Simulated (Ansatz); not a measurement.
Input for Ansatz (a program for electronic structure): R-B2PLYP/def2-TZVPP on C4H6O (SMILES C=COC=C).

Ansatz 0.2 input:
```yaml
crystal:
  periodic: [false, false, false]
  atoms:
    - {symbol: C, position_ang: [-1.87794938, -0.01924172, -0.28103330]}
    - {symbol: C, position_ang: [-1.09140808, 0.94123402, 0.18970665]}
    - {symbol: O, position_ang: [0.26497903, 0.90299493, 0.32991656]}
    - {symbol: C, position_ang: [0.89254436, -0.31398768, 0.30662951]}
    - {symbol: C, position_ang: [2.12570338, -0.45033601, -0.15285650]}
    - {symbol: H, position_ang: [-1.50327791, -0.96580082, -0.64218635]}
    - {symbol: H, position_ang: [-2.94271451, 0.15315290, -0.32740655]}
    - {symbol: H, position_ang: [-1.46863516, 1.90329650, 0.50959343]}
    - {symbol: H, position_ang: [0.31789101, -1.12643968, 0.73816279]}
    - {symbol: H, position_ang: [2.66257694, 0.38284002, -0.58473874]}
    - {symbol: H, position_ang: [2.62029033, -1.40771244, -0.08578752]}
basis:
  gaussian:
    orbitals: def2-TZVPP
hamiltonian:
  xc: {name: B2PLYP}
magnetization: {spin_polarized: false}
correlation: {electrons: outside_noble_gas}
scf: {lower_state_search: off}
```

Program output:

```
WARN ansatz: RAYON_NUM_THREADS=2 ignored (pool sized by the plan → 2); use --threads N
Functional definition: B2PLYP
these checks for a lower state are left out or cut short: stability, starts, cluster_reference, orbital_swaps, neighbouring_geometries, increment
integrals: 0.53 GiB planned
1439 factors; integrals over basis functions are off by at most 9.8e-4 eV
mean field: 1.23 GiB planned
mean field evaluation 1: about -6275.2198 eV, gradient 4.8e1 eV
mean field evaluation 2: about -6275.4117 eV, gradient 4.8e1 eV
mean field evaluation 4: about -6280.5545 eV, gradient 3.8e0 eV
mean field evaluation 8: about -6280.5984 eV, gradient 4.2e-1 eV
mean field evaluation 16: about -6280.5988 eV, gradient 2.6e-4 eV
mean field -6280.59876754 eV, -230.8077475645 hartree, gradient 5.2e-6 eV, S^2 0.000000; 0 other end points of the search recorded, 0 dependent functions left out
5 core orbitals not correlated
reference -6280.59893572 eV, -230.8077537447 hartree; 14, 14 occupied and 220, 220 virtual orbitals, 1439 factors
second order -29.12226213 eV of doubles, -0.00000000 eV of singles
Total energy: -6288.46194649 eV, -231.0967140610 hartree
Checks for a lower state left out: stability, starts, cluster_reference, orbital_swaps, neighbouring_geometries, increment
```

The run converged.

Cost: very roughly 9 core-seconds.
